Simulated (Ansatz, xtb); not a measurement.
**A geometry optimisation of BGaH6Si with r2SCAN-D4/def2-SVP**

The starting geometry of this gas-phase singlet has its atoms placed at random.

```xyz
9

B    -1.4606    0.0853    1.2067
Ga    0.7637   -0.9820    0.5464
Si   -0.2184    1.9339    1.5979
H     1.1590    0.5753   -0.6318
H     0.8497    1.0409    1.3554
H     1.4510   -1.2776   -1.3181
H    -0.6906   -0.7862    1.9944
H    -0.3255   -2.3457    0.4631
H    -0.0618    1.7320   -0.0221
```

Question: Guess where an optimisation with r2SCAN-D4/def2-SVP ends from this start.

Answer: It ends as a structure given below by its coordinates. Distances that change by over a tenth: B1–H7 (1.40 → 1.20 Å), Ga2–Si3 (3.25 → 2.69 Å), Ga2–H8 (1.75 → 2.09 Å). Contacts that close: B1–Ga2 (2.55 → 2.19 Å), B1–Si3 (2.26 → 1.88 Å), B1–H8 (2.78 → 1.25 Å), Ga2–H4 (1.99 → 1.56 Å), Ga2–H6 (2.01 → 1.56 Å).

The energy falls by 10.45 eV over 23 steps:

```
step  E − E(last) (eV)
   1            10.454
   3             7.047
   6             4.107
   8             3.246
  11             2.678
  13             2.140
  16             0.936
  18             0.150
  21             0.008
  23             0.000
```

Final geometry (Å):

```yaml
atoms:
  - { symbol: B, position_ang: [-0.6435, -0.4858, 1.2757] }
  - { symbol: Ga, position_ang: [0.8349, -0.7002, -0.3194] }
  - { symbol: Si, position_ang: [-0.1170, 1.3136, 1.1800] }
  - { symbol: H, position_ang: [2.3685, -0.4188, -0.2146] }
  - { symbol: H, position_ang: [1.2284, 1.8469, 1.5392] }
  - { symbol: H, position_ang: [0.2595, -1.7363, -1.3360] }
  - { symbol: H, position_ang: [-1.7313, -0.8833, 0.9489] }
  - { symbol: H, position_ang: [0.2185, -1.3329, 1.5766] }
  - { symbol: H, position_ang: [-0.9514, 2.3726, 0.5417] }
```

From the same start GFN2-xTB reaches the same bonding as this run.

From so rough a start the end depends on the optimiser's path, so another program may land elsewhere. The end wasn't checked by frequencies. Run with Ansatz 0.2.0, 52 s on 2 threads of Intel(R) Xeon(R) Platinum 8259CL CPU @ 2.50GHz (Skylake/Cascade Lake), on a shared host.
